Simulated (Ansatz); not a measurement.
A structure relaxed at PBE0-D4/def2-TZVP, charge 0, multiplicity 1:

```xyz
10

O    -0.829    1.039   -1.421
Si   -0.598    0.419    0.073
O    -0.197    1.635    1.071
F    -1.972   -0.269    0.519
Si    1.120   -1.165    0.226
F     0.814   -2.333   -0.837
H    -1.341    0.531   -2.053
H    -0.627    2.487    0.969
H     1.198   -1.780    1.575
H     2.432   -0.565   -0.122
```

Problem. Give its formula and SMILES.

Solution. F2H4O2Si2, `O[Si](O)(F)[SiH2]F`.

Problem. Summarise the bond lengths by kind.

Solution. 2 × O–Si 1.624 to 1.634 Å; 2 × H–O 0.959 to 0.960 Å; 2 × F–Si 1.600 to 1.609 Å; 1 × Si–Si 2.342 Å; 2 × H–Si 1.485 Å.

All numbers were calculated with Ansatz.
